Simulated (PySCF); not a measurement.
Se(H)(SH) (H₂SSe), SMILES S[SeH]. Atoms are numbered in the order given.

```xyz
4

Se     0.1958    -0.5645     0.3962
H     -0.2954    -1.5660    -0.5680
S     -0.3011     1.2097    -0.7870
H     -1.5437     1.4039    -0.3099
```

The structure is a stationary point at PBE0-D3(BJ)/def2-TZVP.

Calculation: PySCF 2.14.0 with PBE0-D3(BJ)/def2-TZVP.

Frequencies are harmonic and unscaled.

| mode | ν (cm⁻¹) | IR (km/mol) | Raman (Å⁴/amu) | depolarisation | moving atoms (share of kinetic energy) |
|---|---|---|---|---|---|
| 1 | 412 | 9.8 | 10.6 | 0.65 | H 86 %, S 10 % |
| 2 | 422 | 2.1 | 12.6 | 0.26 | S 62 %, Se 26 %, H 12 % |
| 3 | 790 | 4.3 | 14.7 | 0.51 | H 97 % |
| 4 | 853 | 3.0 | 9.5 | 0.55 | H 97 % |
| 5 | 2396 | 16.4 | 160.7 | 0.28 | H 99 % |
| 6 | 2683 | 0.4 | 127.0 | 0.28 | H 97 % |
